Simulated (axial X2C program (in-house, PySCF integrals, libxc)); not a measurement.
**Nuclear properties of GaSi⁻**

Computed with an in-house all-electron X2C program for linear molecules (integrals from PySCF): two-component X2C with atomic mean-field Coulomb and Gaunt terms, Gaussian nuclei, basis Ga dyall-acv3z, Si dyall-av3z with contracted cores.

R = 2.432 Å (near the PBE0 minimum at charge -1 of the determinant lowest at the starting distance; the state shown can have its own minimum elsewhere).

Determinant lowest in the PBE0 search, Ω = 1 (⟨Sz⟩ = 1.00, ⟨Lz⟩ = 0.00 at PBE0), spin on the atoms Ga 0.23, Si 0.77:

| level | Eeff magnitude (GV/cm) | Ws magnitude Ga (kHz) | A∥/gI Ga (MHz) | qzz Ga (a.u.) | A∥/gI Si (MHz) | qzz Si (a.u.) |
| --- | --- | --- | --- | --- | --- | --- |
| PBE0 | 0.117 | 0.0585 | -68.7 | -3.32 | -98.2 | -1.28 |
| HF | 0.0578 | 0.0286 | -90.1 | -3.77 | -98.8 | -1.23 |
| LDA | 0.106 | 0.0562 | -71.1 | -3.12 | -72.4 | -1.33 |
| TPSSh | 0.0764 | 0.0418 | -51.4 | -3.27 | -60.6 | -1.24 |
| PBE50 | 0.154 | 0.0727 | -65.5 | -3.52 | -98.6 | -1.28 |

Determinant 0.12 eV from it at PBE0 and this distance, Ω = 2 (⟨Sz⟩ = 1.00, ⟨Lz⟩ = 1.00 at PBE0), spin on the atoms Ga 0.23, Si 0.77:

```
level  Eeff magnitude (GV/cm)  Ws magnitude Ga (kHz)  A∥/gI Ga (MHz)  qzz Ga (a.u.)  A∥/gI Si (MHz)  qzz Si (a.u.)
 PBE0                   0.782                   0.18            41.1          -1.01            24.1           0.07
   HF                    0.95                  0.218            38.6          -1.14           -48.6           0.07
  LDA                   0.712                  0.163              90          -0.85            58.9           0.05
TPSSh                   0.818                  0.188            55.2          -0.95            42.8           0.07
PBE50                   0.819                  0.189            31.1          -1.13            6.13           0.08
```

Eeff is the effective electric field on the electron electric dipole moment in this Ω state and Ws the scalar–pseudoscalar constant of the nucleus named (defined with the proton number Z and per Ω); A∥ (defined per Ω) follows by multiplying with gI = μI/(I μN); qzz is the electric field gradient, eQq0 = 234.96 MHz × Q/barn × qzz. The operators were transformed with the bare-nucleus X2C matrices; with these basis sets, hyperfine constants and field gradients can be off by tens of per cent, and where levels differ in sign neither size nor sign is settled.

Problem. With gI(69Ga) = 1.3444, Q(69Ga) = 0.171 barn, gI(29Si) = -1.1106 (g factors from the IAEA table of nuclear moments by Stone; Q from Pyykkö, Mol. Phys. 2018), turn the PBE0 values of the first state into constants in MHz.

Solution. A∥(69Ga) = -68.7 × 1.3444 = -92.4 MHz; eQq0(69Ga) = 234.96 × (0.171) × (-3.32) = -133 MHz; A∥(29Si) = -98.2 × -1.1106 = 109 MHz.

Each state is one determinant with collinear spin, which with several unpaired electrons need not be a pure state. Unrestricted Hartree–Fock can overshoot spin polarisation at the nuclei. For an anion, determinants above electron detachment, or with a positive highest level, are held by the basis set. With several open shells hyperfine constants can be off by a factor of several. Where Eeff spreads by more than a factor of two the levels disagree and none is to be relied on. Open-shell Ω = 0 determinants with evenly filled partner blocks cannot be reached by this program, so the Ω shown need not be the lowest component. At LDA a later determinant lies lower. States lie within half an eV, so the first need not be the ground state. Further determinants of the search, some of them spin-mixed, are not shown. PBE0 term energies can be off by some tenths of an eV.
